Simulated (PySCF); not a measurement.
# BiCl: from constants to spectrum

UHF-CCSD(T) constants of BiCl, ³Σ⁻ (triplet), unpaired electrons π ↑↑ (basis Bi cc-pVDZ-PP with ECP60, Cl cc-pV(D+d)Z; scalar-relativistic core potentials; PySCF 2.14; masses 208.9804 and 34.9689 u):

| Quantity | Value |
| --- | --- |
| ωe | 321.7 cm⁻¹ |
| ωexe | 0.973 cm⁻¹ |
| Be | 0.090472 cm⁻¹ |
| αe | 0.000368 cm⁻¹ |
| De to Bi + Cl | 2.28 eV |

(1) What force constant and bond length do these constants imply?

(2) Estimate the centrifugal constant D from the Kratzer relation and find the Dunham coefficient a1.

Correlated steps freeze 9 core orbitals. Correlated levels converge slowly with the basis: in double zeta they bind strong bonds too weakly, by up to about 1 eV, and carry superposition errors of some tenths. These are scalar-relativistic numbers at best; spin–orbit coupling would shift them, the dissociation energy most. The state was picked by a PBE0 search and need not be the measured ground state.

## Answers

(1) Reduced mass μred = 29.956 u; k = 5.8918×10⁻⁷·μred·ωe² (u, cm⁻¹, mdyn/Å) = 1.83 mdyn/Å; Re = √(16.8576/(μred·Be)) (u, cm⁻¹, Å) = 2.494 Å.

(2) D = 4Be³/ωe² = 2.86e-08 cm⁻¹; a1 = −1 − αeωe/(6Be²) = -3.41.
